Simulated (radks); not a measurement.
All-electron atom: Au in [Xe] 4f14 5d9 6s1 6p1 (not the ground configuration).

Calculated with a radial shooting solver on a logarithmic mesh with Libxc functionals: Dirac Kohn-Sham, BLYP, spin-unpolarised, spherical densities, finite nucleus; open shells fill j = l - 1/2 first; Fermi nuclear charge, rms radius 5.4371 fm.

Energy parts (hartree):
part                       energy
total                 -19044.5972
kinetic                21865.0631
electron-nucleus      -47943.7535
Hartree                 7400.3214
exchange-correlation    -366.2282

Orbitals (lengths in bohr, moments of r in powers of bohr; r(max) is where P^2 peaks; r(90%) holds 90 % of the orbital's charge):
| orbital | occ. | eigenvalue (hartree) | r(90%) | r(max) |
|---|---|---|---|---|
| 1s1/2 | 2 | -2962.790 | 0.0308 | 0.01042 |
| 2s1/2 | 2 | -522.5098 | 0.110 | 0.06039 |
| 2p1/2 | 2 | -501.2444 | 0.0967 | 0.04446 |
| 2p3/2 | 4 | -433.7731 | 0.108 | 0.05183 |
| 3s1/2 | 2 | -123.4302 | 0.270 | 0.1699 |
| 3p1/2 | 2 | -113.8285 | 0.261 | 0.1586 |
| 3p3/2 | 4 | -98.94058 | 0.283 | 0.1736 |
| 3d3/2 | 4 | -82.93101 | 0.256 | 0.1352 |
| 3d5/2 | 6 | -79.73065 | 0.263 | 0.1393 |
| 4s1/2 | 2 | -26.90463 | 0.584 | 0.3832 |
| 4p1/2 | 2 | -22.80285 | 0.595 | 0.3813 |
| 4p3/2 | 4 | -19.23118 | 0.643 | 0.4122 |
| 4d3/2 | 4 | -12.50428 | 0.675 | 0.4051 |
| 4d5/2 | 6 | -11.83917 | 0.691 | 0.4146 |
| 5s1/2 | 2 | -4.13091 | 1.32 | 0.8484 |
| 4f5/2 | 6 | -3.21214 | 0.796 | 0.3731 |
| 4f7/2 | 8 | -3.07203 | 0.807 | 0.3777 |
| 5p1/2 | 2 | -2.79660 | 1.45 | 0.8962 |
| 5p3/2 | 4 | -2.18490 | 1.60 | 0.9760 |
| 5d3/2 | 4 | -0.41540 | 2.36 | 1.183 |
| 5d5/2 | 5 | -0.35531 | 2.48 | 1.222 |
| 6s1/2 | 1 | -0.28389 | 4.05 | 2.243 |
| 6p1/2 | 1 | -0.08778 | 6.03 | 2.914 |
| 6p3/2 | 0 | -0.06065 | 7.12 | 3.391 |

The highest occupied level is 6p1/2 at -2.389 eV. The electron density at the nucleus is 2.144e+06 e/bohr^3.
